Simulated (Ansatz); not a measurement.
Geometry optimisation, RKS B3LYP-D4/def2-SVP in Ansatz 0.2.0.

The input (input.yaml):

```yaml
crystal:
  periodic: [false, false, false]
  atoms:
    - { symbol: Zr, position_ang: [-1.07295, 0.848646, -0.492491] }
    - { symbol: S, position_ang: [0.859644, -2.37667, 1.122352] }
    - { symbol: F, position_ang: [-2.129225, -0.517362, -1.278509] }
    - { symbol: F, position_ang: [-1.544778, 1.072043, 1.331584] }
    - { symbol: F, position_ang: [-1.504406, 2.456877, -1.396709] }
    - { symbol: H, position_ang: [1.532764, -1.436981, 0.40698] }
    - { symbol: O, position_ang: [1.170727, 0.482981, -0.745403] }
    - { symbol: H, position_ang: [0.998318, -1.677029, 2.27521] }
    - { symbol: H, position_ang: [1.689807, 1.147595, -1.222915] }
basis:
  gaussian: { orbitals: def2-SVP }
hamiltonian:
  xc: b3lyp
  dispersion: d4
relax:
  f_tol: 0.03
  max_steps: 50
output:
  orbitals: {}
```

Command:

```bash
$ ansatz run input.yaml --threads 2 --pin off --max-ram 3072MiB --backend cpu --events-out ev --progress --plain --runs-dir out
```

**Question.** Where does it end, and by what steps?

**Answer.** The run converged. The force dipped under the threshold on the way, but the program's further checks kept it going. After 25 steps the energy has fallen by 1.119 eV; H6 moved furthest, 0.95 Å. Joined: Zr1–S2.

```json
{"step": "0", "energy less start (eV)": "0.0000", "largest force component (eV/Å)": "3.725", "accepted": "yes"}
{"step": "1", "energy less start (eV)": "-0.7609", "largest force component (eV/Å)": "1.007", "accepted": "yes"}
{"step": "2", "energy less start (eV)": "-0.8752", "largest force component (eV/Å)": "0.459", "accepted": "yes"}
{"step": "3", "energy less start (eV)": "-0.9543", "largest force component (eV/Å)": "0.525", "accepted": "yes"}
{"step": "4", "energy less start (eV)": "-1.0241", "largest force component (eV/Å)": "0.508", "accepted": "yes"}
{"step": "5", "energy less start (eV)": "-1.0629", "largest force component (eV/Å)": "0.610", "accepted": "yes"}
{"step": "6", "energy less start (eV)": "-1.0812", "largest force component (eV/Å)": "0.403", "accepted": "yes"}
{"step": "7", "energy less start (eV)": "-1.0974", "largest force component (eV/Å)": "0.150", "accepted": "yes"}
{"step": "8", "energy less start (eV)": "-1.1024", "largest force component (eV/Å)": "0.118", "accepted": "yes"}
{"step": "9", "energy less start (eV)": "-1.1038", "largest force component (eV/Å)": "0.152", "accepted": "yes"}
{"step": "10", "energy less start (eV)": "-1.1094", "largest force component (eV/Å)": "0.067", "accepted": "yes"}
{"step": "11", "energy less start (eV)": "-1.1107", "largest force component (eV/Å)": "0.080", "accepted": "yes"}
{"step": "12", "energy less start (eV)": "-1.1126", "largest force component (eV/Å)": "0.221", "accepted": "yes"}
{"step": "13", "energy less start (eV)": "-1.1156", "largest force component (eV/Å)": "0.013", "accepted": "yes"}
{"step": "14", "energy less start (eV)": "-1.1025", "largest force component (eV/Å)": "0.815", "accepted": "no"}
{"step": "15", "energy less start (eV)": "-1.1161", "largest force component (eV/Å)": "0.072", "accepted": "yes"}
{"step": "16", "energy less start (eV)": "-1.1154", "largest force component (eV/Å)": "0.327", "accepted": "no"}
{"step": "17", "energy less start (eV)": "-1.1170", "largest force component (eV/Å)": "0.040", "accepted": "yes"}
{"step": "18", "energy less start (eV)": "-1.1178", "largest force component (eV/Å)": "0.100", "accepted": "yes"}
{"step": "19", "energy less start (eV)": "-1.1179", "largest force component (eV/Å)": "0.129", "accepted": "yes"}
{"step": "20", "energy less start (eV)": "-1.1184", "largest force component (eV/Å)": "0.132", "accepted": "yes"}
{"step": "21", "energy less start (eV)": "-1.1191", "largest force component (eV/Å)": "0.008", "accepted": "yes"}
{"step": "22", "energy less start (eV)": "-1.1193", "largest force component (eV/Å)": "0.008", "accepted": "yes"}
{"step": "23", "energy less start (eV)": "-1.1192", "largest force component (eV/Å)": "0.091", "accepted": "no"}
{"step": "24", "energy less start (eV)": "-1.1195", "largest force component (eV/Å)": "0.030", "accepted": "yes"}
{"step": "25", "energy less start (eV)": "-1.1195", "largest force component (eV/Å)": "0.014", "accepted": "yes"}
```

```xyz
9
Properties=species:S:1:pos:R:3
Zr -0.809 0.645 -0.361
S 0.209 -1.757 1.160
F -1.558 -0.870 -1.288
F -1.297 0.984 1.473
F -1.718 2.082 -1.240
H 1.063 -2.241 0.228
O 1.050 0.961 -0.750
H 1.198 -1.155 1.860
H 1.862 1.350 -1.082
```

Run time: 42 s on 2 threads of AMD EPYC 9R45 96-Core Processor (Zen 5) (shared host), peak memory 0.32 GiB.
